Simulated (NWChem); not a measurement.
System: tetramethylsilane (C4H12Si); SMILES C[Si](C)(C)C

NWChem printed, in part:

```
             Northwest Computational Chemistry Package (NWChem) 7.3.0
             --------------------------------------------------------

                             Geometry "geometry" -> ""
                             -------------------------

 Output coordinates in angstroms (scale by  1.889725989 to convert to a.u.)

  No.       Tag          Charge          X              Y              Z
 ---- ---------------- ---------- -------------- -------------- --------------
    1 C                    6.0000    -0.99889700    -1.06904200    -1.20689200
    2 Si                  14.0000    -0.00025700     0.00019000    -0.00015500
    3 C                    6.0000    -1.17967300     0.83901200     1.22536500
    4 C                    6.0000     1.22422800    -1.09363600     0.94920300
    5 C                    6.0000     0.95287300     1.32376400    -0.96782800
    6 H                    1.0000    -1.56435800    -1.84638300    -0.67817200
    7 H                    1.0000    -0.34601600    -1.57133600    -1.93136500
    8 H                    1.0000    -1.71870600    -0.46621000    -1.77429300
    9 H                    1.0000    -0.63424800     1.46766100     1.94005400
   10 H                    1.0000    -1.74765200     0.09938800     1.80312300
   11 H                    1.0000    -1.90407900     1.48030500     0.70818400
   12 H                    1.0000     0.70446000    -1.87269600     1.52056900
   13 H                    1.0000     1.92368900    -1.59504800     0.26889600
   14 H                    1.0000     1.81902100    -0.50564700     1.65907200
   15 H                    1.0000     1.64543900     0.87184300    -1.68868200
   16 H                    1.0000     0.27240700     1.97614800    -1.52893100
   17 H                    1.0000     1.54343600     1.96126500    -0.29831200

 Effective nuclear repulsion energy (a.u.)     244.0647513910

                              NWChem Property Module
                              ----------------------

  itol2e modified to match energy
  convergence criterion.

                                 NWChem DFT Module
                                 -----------------

 Summary of "ao basis" -> "ao basis" (spherical)
 ------------------------------------------------------------------------------
       Tag                 Description            Shells   Functions and Types
 ---------------- ------------------------------  ------  ---------------------
 C                       x2c-tzvpall-s              12       34   5s4p2d1f
 Si                      x2c-tzvpall-s              14       40   5s6p2d1f
 H                       x2c-tzvpall-s               5        9   3s2p

  itol2e modified to match energy
  convergence criterion.

            General Information
            -------------------
          SCF calculation type: DFT
          Wavefunction type:  closed shell.
          No. of atoms     :    17
          No. of electrons :    50
           Alpha electrons :    25
            Beta electrons :    25
          Charge           :     0
          Spin multiplicity:     1
          Use of symmetry is: off; symmetry adaption is: off
          Maximum number of iterations: 150
          AO basis - number of functions:   284
                     number of shells:   122
          Convergence on energy requested:  1.00D-07
          Convergence on density requested:  1.00D-05
          Convergence on gradient requested:  5.00D-04

              XC Information
              --------------
                         PBE0 Method XC Functional
                     Hartree-Fock (Exact) Exchange  0.250
          PerdewBurkeErnzerhof Exchange Functional  0.750
            Perdew 1991 LDA Correlation Functional  1.000 local
           PerdewBurkeErnz. Correlation Functional  1.000 non-local

             Grid Information
             ----------------
          Grid used for XC integration:  fine
          Radial quadrature: Mura-Knowles
          Angular quadrature: Lebedev.
          Tag              B.-S. Rad. Rad. Pts. Rad. Cut. Ang. Pts.
          ---              ---------- --------- --------- ---------
          C                   0.70       70          12.0       590
          Si                  1.10      123          10.0       770
          H                   0.35       60          13.0       590
          Grid pruning is: on
          Number of quadrature shells:  1123
          Spatial weights used:  Erf1

      Superposition of Atomic Density Guess
      -------------------------------------

 Sum of atomic energies:        -445.43009088
          Performing ZORA calculations
          ----------------------------

       Generating atomic ZORA corrections
       ----------------------------------

      Superposition of Atomic Density Guess
      -------------------------------------

 Sum of atomic energies:        -445.43009088

      Non-variational initial energy
      ------------------------------

 Total energy =    -448.623402
 1-e energy   =   -1092.399136
 2-e energy   =     399.710982
 HOMO         =      -0.372896
 LUMO         =       0.045641

------------------------------------------------------------
EAF file 0: "./job.aoints.0" size=3177709568 bytes
------------------------------------------------------------
               write      read    awrite     aread      wait
               -----      ----    ------     -----      ----
     calls:     6061         0         0         0         0
   data(b): 3.18e+09  0.00e+00  0.00e+00  0.00e+00
   time(s): 0.00e+00  0.00e+00  0.00e+00  0.00e+00  0.00e+00
rate(mb/s): 0.00e+00  0.00e+00
------------------------------------------------------------

   convergence    iter        energy       DeltaE   RMS-Dens  Diis-err
 ---------------- ----- ----------------- --------- --------- ---------
 d= 0,ls=0.0,diis     1   -449.8717741565 -6.94D+02  1.69D-03  9.53D-01
 d= 0,ls=0.0,diis     2   -449.9090781410 -3.73D-02  7.94D-04  8.75D-02
 d= 0,ls=0.0,diis     3   -449.9124368463 -3.36D-03  3.72D-04  5.76D-02
 d= 0,ls=0.0,diis     4   -449.9192934692 -6.86D-03  2.15D-05  1.10D-04
 d= 0,ls=0.0,diis     5   -449.9192996663 -6.20D-06  7.64D-06  6.74D-06
 d= 0,ls=0.0,diis     6   -449.9193003498 -6.84D-07  1.84D-06  7.08D-07
 d= 0,ls=0.0,diis     7   -449.9193004521 -1.02D-07  2.37D-07  3.37D-09
 d= 0,ls=0.0,diis     8   -449.9193004526 -5.78D-10  2.76D-08  4.90D-11

      Commencing ZORA Property Calculations
      -------------------------------------

(nogshift,skip_gshiftAOev,done_Fji)=( 1,F,T)

         Total DFT energy =     -449.919300452645
      One electron energy =    -1100.729058889999
           Coulomb energy =      453.663985610600
    Exchange-Corr. energy =      -46.918978564234
 Nuclear repulsion energy =      244.064751390989

       Scaling correction =        0.375200602369

 Numeric. integr. density =       50.000039307689

                       DFT Final Molecular Orbital Analysis
                       ------------------------------------

 Vector   23  Occ=2.000000D+00  E=-3.050823D-01
              MO Center= -5.6D-01,  1.5D-01,  1.5D-01, r^2= 3.7D+00
   Bfn.  Coefficient  Atom+Function         Bfn.  Coefficient  Atom+Function
  ----- ------------  ---------------      ----- ------------  ---------------
    54      0.254326   2 Si pz               88     -0.161911   3 C  pz
    14     -0.130202   1 C  pz               85     -0.130116   3 C  pz
    86      0.126906   3 C  px               57      0.119310   2 Si pz
    11     -0.105959   1 C  pz               83      0.098291   3 C  px
    87     -0.098052   3 C  py               13     -0.094773   1 C  py

 Vector   24  Occ=2.000000D+00  E=-3.050653D-01
              MO Center= -1.4D-02,  3.8D-02, -4.5D-01, r^2= 3.8D+00
   Bfn.  Coefficient  Atom+Function         Bfn.  Coefficient  Atom+Function
  ----- ------------  ---------------      ----- ------------  ---------------
    52      0.247696   2 Si px              155     -0.130813   5 C  py
    53      0.125189   2 Si py               12     -0.124313   1 C  px
   154     -0.118919   5 C  px               55      0.116205   2 Si px
    13     -0.110987   1 C  py               14     -0.104765   1 C  pz
   152     -0.102987   5 C  py                9     -0.101282   1 C  px

 Vector   25  Occ=2.000000D+00  E=-3.050364D-01
              MO Center=  5.7D-01, -1.9D-01,  3.0D-01, r^2= 3.6D+00
   Bfn.  Coefficient  Atom+Function         Bfn.  Coefficient  Atom+Function
  ----- ------------  ---------------      ----- ------------  ---------------
    53      0.229447   2 Si py              121     -0.151984   4 C  py
   120      0.146845   4 C  px              155     -0.123436   5 C  py
   118     -0.121881   4 C  py              122      0.118005   4 C  pz
   117      0.114807   4 C  px               54     -0.111149   2 Si pz
    52     -0.110356   2 Si px               56      0.107648   2 Si py

 Vector   26  Occ=0.000000D+00  E= 3.204257D-02
              MO Center= -1.1D-03,  6.2D-05, -1.1D-04, r^2= 1.1D+01
   Bfn.  Coefficient  Atom+Function         Bfn.  Coefficient  Atom+Function
  ----- ------------  ---------------      ----- ------------  ---------------
     5      2.129088   1 C  s                79      2.129063   3 C  s
   113      2.129375   4 C  s               147      2.131865   5 C  s
    39     -0.933555   2 Si s               179     -0.863757   6 H  s
   188     -0.863171   7 H  s               197     -0.863491   8 H  s
   206     -0.863108   9 H  s               215     -0.863828  10 H  s

 Vector   27  Occ=0.000000D+00  E= 7.598930D-02
              MO Center= -2.7D-01, -6.2D-04,  3.3D-01, r^2= 9.8D+00
   Bfn.  Coefficient  Atom+Function         Bfn.  Coefficient  Atom+Function
  ----- ------------  ---------------      ----- ------------  ---------------
    79      3.841149   3 C  s               113     -2.747016   4 C  s
     5     -2.553089   1 C  s                56     -1.771412   2 Si py
   147      1.457996   5 C  s               215     -1.123418  10 H  s
   206     -0.986210   9 H  s               224     -0.979083  11 H  s
   251      0.855414  14 H  s               197      0.807904   8 H  s

 Vector   28  Occ=0.000000D+00  E= 7.599658D-02
              MO Center= -2.6D-02, -5.4D-01, -2.3D-01, r^2= 9.6D+00
   Bfn.  Coefficient  Atom+Function         Bfn.  Coefficient  Atom+Function
  ----- ------------  ---------------      ----- ------------  ---------------
     5      4.040480   1 C  s               113     -3.326796   4 C  s
    55      1.751699   2 Si px              147     -1.641802   5 C  s
   188     -1.160972   7 H  s               179     -1.073089   6 H  s
   197     -1.015441   8 H  s               233      0.985797  12 H  s
    79      0.929087   3 C  s               242      0.898332  13 H  s

------------------------------------------------------------
EAF file 0: "./job.aoints.0" size=3200253952 bytes
------------------------------------------------------------
               write      read    awrite     aread      wait
               -----      ----    ------     -----      ----
     calls:     6104         7         0     42721     42721
   data(b): 3.20e+09  3.67e+06  0.00e+00  2.24e+10
   time(s): 0.00e+00  0.00e+00  0.00e+00  0.00e+00  0.00e+00
rate(mb/s): 0.00e+00  0.00e+00
------------------------------------------------------------

     Multipole analysis of the density
     ---------------------------------

     L   x y z        total         alpha         beta         nuclear
     -   - - -        -----         -----         ----         -------
     0   0 0 0     -0.000000    -25.000000    -25.000000     50.000000

     1   1 0 0     -0.000290      0.017825      0.017825     -0.035941
     1   0 1 0      0.000160     -0.002318     -0.002318      0.004796
     1   0 0 1     -0.000095      0.002730      0.002730     -0.005554

[...]

          -----------------------------------------
          Chemical Shielding Tensors (GIAO, in ppm)
          -----------------------------------------

                                NWChem CPHF Module
                                ------------------

  scftype          =     RHF
  nclosed          =       25
  nopen            =        0
  variables        =     6475
  # of vectors     =        3
  tolerance        = 0.10D-03
  level shift      = 0.00D+00
  max iterations   =       50
  max subspace     =       30

 SCF residual:    3.3920323578723400E-006

Iterative solution of linear equations
  No. of variables     6475
  No. of equations        3
  Maximum subspace       30
        Iterations       50
       Convergence  1.0D-04

   iter   nsub   residual    time
   ----  ------  --------  ---------
     1      3    2.42D-01    3487.2
     2      6    7.32D-03    3555.0
     3      9    3.05D-04    3644.5
     4     12    1.28D-05    3738.7

------------------------------------------------------------
EAF file 0: "./job.aoints.0" size=3199729664 bytes
------------------------------------------------------------
               write      read    awrite     aread      wait
               -----      ----    ------     -----      ----
     calls:     6104         1         0         0         0
   data(b): 3.20e+09  5.24e+05  0.00e+00  0.00e+00
   time(s): 0.00e+00  0.00e+00  0.00e+00  0.00e+00  0.00e+00
rate(mb/s): 0.00e+00  0.00e+00
------------------------------------------------------------

      Atom:    1  C
        Diamagnetic
    244.9972      5.8518      6.6045
      5.8518    245.7976      7.0710
      6.6045      7.0710    247.5133

        Paramagnetic
    -60.2578     -3.3615     -3.8010
     -3.3615    -60.7079     -4.0635
     -3.8010     -4.0635    -61.7018

        Total Shielding Tensor
    184.7394      2.4903      2.8035
      2.4903    185.0897      3.0076
      2.8035      3.0076    185.8114

           isotropic =     185.2135
          anisotropy =       8.3795

          Principal Components and Axis System
                 1           2           3
              190.7998    182.4226    182.4181

      1         0.5262      0.4287     -0.7344
      2         0.5645      0.4698      0.6787
      3         0.6360     -0.7716      0.0052

      Atom:    2  Si
        Diamagnetic
    880.9164      0.0004     -0.0000
      0.0004    880.9162     -0.0013
     -0.0000     -0.0013    880.9149

        Paramagnetic
   -546.9431      0.0102     -0.0105
      0.0102   -546.8816     -0.0023
     -0.0105     -0.0023   -546.9580

        Total Shielding Tensor
    333.9733      0.0106     -0.0105
      0.0106    334.0346     -0.0036
     -0.0105     -0.0036    333.9570

           isotropic =     333.9883
          anisotropy =       0.0727

          Principal Components and Axis System
                 1           2           3
              334.0367    333.9763    333.9518

      1         0.1755      0.8773      0.4467
      2         0.9821     -0.1873     -0.0178
      3        -0.0680     -0.4419      0.8945

      Atom:    3  H
        Diamagnetic
     28.6213      8.2836     -1.3386
      8.2836     32.7106     -2.2231
     -1.3386     -2.2231     26.0591

        Paramagnetic
      2.5744     -3.5951      0.1590
     -3.5951      0.9143      0.5001
      0.1590      0.5001      3.3290

        Total Shielding Tensor
     31.1957      4.6885     -1.1796
      4.6885     33.6249     -1.7230
     -1.1796     -1.7230     29.3882

           isotropic =      31.4029
          anisotropy =       9.5536

          Principal Components and Axis System
                 1           2           3
               37.7720     28.8805     27.5563

      1         0.5917      0.2181      0.7761
      2         0.7692      0.1355     -0.6245
      3        -0.2413      0.9665     -0.0876
```

Level: PBE0/x2c-TZVPall-s, scalar ZORA without spin-orbit coupling, GIAO. All runs use the structure optimised with B3LYP/6-31G* (spherical d). No frequency run checked for a minimum. The output numbers the shielded atoms by their place in the input's list. The printed shielding anisotropy is the first printed principal value minus the mean of the other two.

### Question
Reconstruct the input file.

### Answer
This is not unique; one that fits is the input that was run:
```
start job
memory heap 200 mb stack 700 mb global 900 mb
geometry units angstroms noautosym nocenter noautoz
  C     -0.998897    -1.069042    -1.206892
  Si    -0.000257     0.000190    -0.000155
  C     -1.179673     0.839012     1.225365
  C      1.224228    -1.093636     0.949203
  C      0.952873     1.323764    -0.967828
  H     -1.564358    -1.846383    -0.678172
  H     -0.346016    -1.571336    -1.931365
  H     -1.718706    -0.466210    -1.774293
  H     -0.634248     1.467661     1.940054
  H     -1.747652     0.099388     1.803123
  H     -1.904079     1.480305     0.708184
  H      0.704460    -1.872696     1.520569
  H      1.923689    -1.595048     0.268896
  H      1.819021    -0.505647     1.659072
  H      1.645439     0.871843    -1.688682
  H      0.272407     1.976148    -1.528931
  H      1.543436     1.961265    -0.298312
end
basis spherical bse
  * library x2c-tzvpall-s
end
relativistic
  zora on
  zora:cutoff 1d-30
end
dft
  xc pbe0
  grid fine
  iterations 150
  semidirect filesize 400000000
end
property
  shielding 3 1 2 6
end
task dft property
```
